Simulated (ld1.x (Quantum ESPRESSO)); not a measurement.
Configuration tests for Sr (TM)

- Element: Sr
- Generator: ld1.x (Quantum ESPRESSO) 7.5
- Type: norm-conserving Troullier–Martins (Kleinman–Bylander form)
- Functional: LDA (PZ)
- Relativity: scalar-relativistic
- Frozen core: [Kr]
- Valence charge: 2
- Reference configuration: 4d0 5s2 5p0
- Partial waves: 5s (bound): rc 3.45 bohr; 5p (bound, empty): rc 4.20 bohr; 4d (bound, empty): rc 3.55 bohr
- Local potential: all-electron potential smoothed inside 2.75 bohr (lloc = -1)
- Core correction: a·sin(br)/r model core, default radius (core density twice the valence density)

Energies are relative to the spin-unpolarised reference configuration 4d0 5s2 5p0; without spin polarisation the order of configurations can differ from experiment. Spin-polarised rows fill each open shell by Hund’s rule, majority spin first. Not all tests gave a result: 1 of 9 tests not solved or not reliable. Left out of the table: 4d0 5s1 5p0 (solver errors, printed error +223 meV). The frozen-core shift is the all-electron ΔE with the core orbitals held at their reference shape minus the fully relaxed ΔE.

```
         valence configuration  charge  ΔE all-electron (eV)  error AE − PS (meV)  frozen-core shift (meV)
                 4d0 5s1.5 5p0    +0.5                 2.413                 -3.1                     +2.1
                   4d1 5s1 5p0       0                 2.340                  -12                      +17
                   4d0 5s0 5p1      +1                 9.105                 +3.6                      +39
                   4d0 5s0 5p2       0                 4.927                  -17                      +20
  4d0 5s1 5p0 (spin-polarised)      +1                 5.887                  -11                      +17
4d0 5s1.5 5p0 (spin-polarised)    +0.5                 2.379                 -2.6                     +2.5
```

What are ΔE and the potential's error for 4d0.5 5s1.5 5p0?

ΔE = 1.149 eV all-electron; the error (AE − PS) is -4.3 meV.

What are ΔE and the potential's error for 4d0 5s1 5p1?

ΔE = 2.391 eV all-electron; the error (AE − PS) is -6.8 meV.

Note: ghost state, extra bound levels that the all-electron valence spectrum of the same l lacks: s at -8.6 eV. A true bound ghost makes a file unfit for plane-wave use.
